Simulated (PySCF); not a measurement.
C3H13NSi2. Atoms are numbered in the order given.

```xyz
19

C      1.9215     1.2356    -0.8059
N      1.1476     0.0074    -0.8299
C      0.1234    -0.1646     0.2119
C      0.6834    -0.3713     1.6374
Si    -1.1089     1.2969     0.2119
Si    -0.8518    -1.6967    -0.3751
H      2.4240     1.4610     0.1596
H      2.6981     1.1880    -1.5847
H      1.2779     2.0977    -1.0517
H      1.7782    -0.7963    -0.8176
H      1.2911     0.4893     1.9659
H      1.3269    -1.2692     1.6825
H     -0.1197    -0.5060     2.3814
H     -1.5048     1.6670    -1.1789
H     -2.3246     0.8827     0.9787
H     -0.5295     2.4970     0.8946
H     -1.7875    -2.1894     0.6838
H     -1.6269    -1.3971    -1.6142
H      0.1440    -2.7781    -0.6650
```

The structure is a stationary point at r2SCAN-D4/def2-SVP. This is a generated structure with no PubChem entry under its InChIKey; it may be hypothetical. One conformer was computed; it need not be the lowest.

Level of theory: PBE0/pcSseg-1 in PySCF.

GIAO shieldings, no solvent; atoms listed in one row are averaged. δ = σ(ref) − σ: ¹³C against TMS (σ = 186.3 ppm); ¹⁵N against NH3 (σ = 267.4 ppm); ²⁹Si against TMS (σ = 352.7 ppm); ¹H against TMS (σ = 31.56 ppm), references at their B3LYP-D3(BJ)/def2-TZVP geometries, non-relativistic.

Question: Estimate the chemical shifts. (The exact figures need the calculation; the answer reports its results.)

Answer: 
```
nucleus          atoms  count  δ (ppm)
-------  -------------  -----  -------
¹³C                 C1      1     36.3
¹³C                 C3      1     34.2
¹³C                 C4      1     21.3
¹⁵N                 N2      1     55.4
²⁹Si               Si6      1    -51.2
²⁹Si               Si5      1    -57.2
¹H       H14, H15, H16      3     4.32
¹H       H17, H18, H19      3     4.10
¹H          H7, H8, H9      3     2.81
¹H       H11, H12, H13      3     1.60
¹H                 H10      1     0.02
```
